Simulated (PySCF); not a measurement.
How the method changes the constants of TlI⁺

State: ²Π (doublet), unpaired electrons π ↑. Set-up: PySCF, scalar-relativistic core potentials, basis sets Tl cc-pVDZ-PP with ECP60, I cc-pVDZ-PP with ECP28. De refers to Tl⁺ + I in their high-spin ground configurations, without counterpoise correction. The functionals are run spin-unrestricted. A positive dipole points towards I; it is taken about the centre of mass and depends on that origin.

```
      Level  Re (Å)  ωe (cm⁻¹)  De (eV)  μ (D)  CPU s a point (SCF and correlation, without the integrals)
        UHF   3.758       43.0      n/a  -4.77                                                       0.069
    UHF-MP2   3.526       58.2      n/a    n/a                                                        0.12
UHF-SCS-MP2   3.570       55.0      n/a    n/a                                                         n/a
   UHF-CCSD   3.559       55.9      n/a    n/a                                                         n/a
UHF-CCSD(T)   3.534       57.9      n/a    n/a                                                         2.8
        PBE   3.400       70.0      n/a  -2.51                                                        0.32
     PBEsol   3.321       77.0      n/a  -2.20                                                        0.21
       BLYP   3.467       65.1      n/a  -2.65                                                        0.22
     r²SCAN   3.396       69.9      n/a  -2.75                                                        0.38
       PBE0   3.416       67.1      n/a  -2.93                                                        0.63
      HSE06   3.409       68.8      n/a  -2.84                                                        0.64
     B2PLYP   3.480       62.5      n/a  -3.37                                                        0.27
```

The bond length runs from 3.321 Å (PBEsol) to 3.758 Å (UHF).

Correlated steps freeze 8 core orbitals. These are scalar-relativistic numbers at best; spin–orbit coupling would shift them, the dissociation energy most. Counting both spins, an empty level lies below a filled one in some of these solutions, because spin and occupation are held. B2PLYP dipoles, levels and charges come from its SCF part alone. The state is the lowest determinant that a PBE0 search found; another state may lie lower at other levels.

The whole job (state search and all levels along the bond) took about 1.3 min on 1 thread of Intel Xeon 6975P-C (shared host), peak memory 0.53 GiB.
